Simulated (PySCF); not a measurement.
A calculated (UHF, PySCF 2.14, def2-SVP, the non-relativistic Hamiltonian (point nucleus)) atom or ion has these occupied shells.

```json
{"shell": "1s α", "electrons": "1", "orbital energy (eV)": "-13345.4", "rms radius, mean of both spins (bohr)": "0.0506"}
{"shell": "1s β", "electrons": "1", "orbital energy (eV)": "-13345.1", "rms radius, mean of both spins (bohr)": "0.0506"}
{"shell": "2s α", "electrons": "1", "orbital energy (eV)": "-1785.0", "rms radius, mean of both spins (bohr)": "0.210"}
{"shell": "2s β", "electrons": "1", "orbital energy (eV)": "-1784.8", "rms radius, mean of both spins (bohr)": "0.210"}
{"shell": "2p α", "electrons": "3", "orbital energy (eV)": "-1604.6", "rms radius, mean of both spins (bohr)": "0.185"}
{"shell": "2p β", "electrons": "3", "orbital energy (eV)": "-1604.4", "rms radius, mean of both spins (bohr)": "0.185"}
{"shell": "3s α", "electrons": "1", "orbital energy (eV)": "-280.08", "rms radius, mean of both spins (bohr)": "0.599"}
{"shell": "3s β", "electrons": "1", "orbital energy (eV)": "-279.58", "rms radius, mean of both spins (bohr)": "0.599"}
{"shell": "3p α", "electrons": "3", "orbital energy (eV)": "-215.09", "rms radius, mean of both spins (bohr)": "0.612"}
{"shell": "3p β", "electrons": "3", "orbital energy (eV)": "-214.42", "rms radius, mean of both spins (bohr)": "0.612"}
{"shell": "3d α", "electrons": "5", "orbital energy (eV)": "-99.059", "rms radius, mean of both spins (bohr)": "0.648"}
{"shell": "3d β", "electrons": "5", "orbital energy (eV)": "-98.717", "rms radius, mean of both spins (bohr)": "0.648"}
{"shell": "4s α", "electrons": "1", "orbital energy (eV)": "-39.824", "rms radius, mean of both spins (bohr)": "1.81"}
{"shell": "4s β", "electrons": "1", "orbital energy (eV)": "-33.764", "rms radius, mean of both spins (bohr)": "1.81"}
{"shell": "4p α", "electrons": "3", "orbital energy (eV)": "-23.582", "rms radius, mean of both spins (bohr)": "2.15"}
{"shell": "4p β", "electrons": "1", "orbital energy (eV)": "-21.070", "rms radius, mean of both spins (bohr)": "2.15"}
```

Question: Name the element and its charge.

Answer: Br⁺ (bromine, charge +1), in [Ar] 3d10 4s2 4p4, high-spin 3P determinant.
